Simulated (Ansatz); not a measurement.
Ansatz (a program for electronic structure) input (CCSD(T)/def2-SVPD):

Ansatz 0.2 input:
```yaml
crystal:
  periodic: [false, false, false]
  atoms:
    - {symbol: La, position_ang: [-0.02818125, 0.05795803, 0.13685711]}
    - {symbol: F, position_ang: [-1.74506073, -1.21100517, -0.19947421]}
    - {symbol: F, position_ang: [0.07913378, 1.82140879, -1.10804707]}
    - {symbol: F, position_ang: [1.84440820, -0.97747114, 0.44075958]}
basis:
  gaussian:
    orbitals: def2-SVPD
magnetization: {spin_polarized: false}
correlation: {method: ccsd_t, electrons: outside_noble_gas}
output: {forces: true}
```

End of the output:

```
cycle   4  -18.00479732 eV  change   -1.1e-3 eV  update   5.3e-3
cycle   5  -17.99646553 eV  change    8.3e-3 eV  update   1.5e-3
cycle   6  -17.99617833 eV  change    2.9e-4 eV  update   5.9e-4
cycle   7  -17.99671969 eV  change   -5.4e-4 eV  update   2.0e-4
cycle   8  -17.99668247 eV  change    3.7e-5 eV  update   6.5e-5
cycle   9  -17.99664020 eV  change    4.2e-5 eV  update   2.2e-5
cycle  10  -17.99665222 eV  change   -1.2e-5 eV  update   7.8e-6
perturbative correction -0.41125477 eV, -0.0151133339 hartree
the calculation of the forces begins
Total energy: -8984.58603438 eV, -330.1774467921 hartree
Atom 0 at    -0.028181     0.057958     0.136857 Å, force    -0.061743     0.126982     0.299843 eV/Å
Atom 1 at    -1.745061    -1.211005    -0.199474 Å, force    -0.505570    -0.359743    -0.073868 eV/Å
Atom 2 at     0.079134     1.821409    -1.108047 Å, force     0.026307     0.524413    -0.338779 eV/Å
Atom 3 at     1.844408    -0.977471     0.440760 Å, force     0.541005    -0.291652     0.112804 eV/Å
Dipole moment:    -0.164586     0.338491     0.799283 e Å
```
